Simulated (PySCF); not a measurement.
1-hydroxysilylpropan-2-one (C3H8O2Si), SMILES O=C(C[SiH2]O)C.

Geometry optimised at r2SCAN-D4/def2-SVP. One conformer was computed; it need not be the lowest.

Two levels are set side by side: PBE/def2-TZVP (PySCF) and HF/def2-TZVP (PySCF). Same geometry, gas phase. Differences are taken from unrounded values.

```csv
quantity,PBE
orbital gap (eV),4.08
highest occupied level (eV),-6.11
lowest empty level (eV),-2.03
dipole moment (D),3.59
mean polarisability (bohr³),70.1
```

Problem. These are the PBE values. What does HF give? (The exact figures need the calculation; the answer reports its results.)

Solution. 
```csv
quantity,HF,PBE minus HF
orbital gap (eV),14.63,-10.55
highest occupied level (eV),-11.49,5.38
lowest empty level (eV),3.14,-5.17
dipole moment (D),4.22,-0.62
mean polarisability (bohr³),61.3,8.9
```

PBE's occupied levels lie high since its potential decays too fast outside the molecule; exact exchange lowers them and widens the gap. PBE's more diffuse valence density responds more strongly to a field. Differences between two approximate levels are no errors against the true value.

Rough cost on one machine, each run with all the roots and properties that it gave: HF against PBE about 1/4.
